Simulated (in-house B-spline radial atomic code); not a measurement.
A run on H⁻ that did not converge. Method: non-relativistic B97-1, spin-polarised, spherical fractional occupations, exact exchange averaged over the configuration, point nucleus; computed with a B-spline radial code for spherical atoms.

Command:
```bash
python run_scf.py task.json out
```
Settings:
```
Z                1
configuration    1s2
hamiltonian      nr
method           b97_1
spin_polarised   True
exact_exchange   averaged over the configuration
```

First and last ten iterations of the last attempt (damped for 15 steps, keeping 80 % of the old Fock matrix, then DIIS):
```
 iter        energy (Eh)    residual
    1          -0.409766    2.73e-02
    2          -0.029255    3.50e-03
    3          -0.031765    7.48e-03
    4          -0.521948    3.86e-03
    5          -0.523408    2.90e-03
    6          -0.524255    2.21e-03
    7          -0.524761    1.67e-03
    8          -0.525091    1.24e-03
    9          -0.525493    1.04e-03
   10          -0.506693    7.15e-03
  111           3.479969    8.61e-01
  112           3.466010    8.58e-01
  113           3.405867    8.46e-01
  114           3.147806    7.92e-01
  115           3.150004    7.92e-01
  116           2.866016    7.33e-01
  117           2.828807    7.25e-01
  118           3.162936    9.05e-01
  119           4.065700    1.09e+00
  120           4.119142    1.10e+00
 not converged after 120 iterations
```

The smallest residual met was 3.2e-04; the threshold is about 1e-07. No energy from this run should be used. Cost of the run: 0.75 s on 1 thread of Arm Neoverse V1, with other jobs on the host.
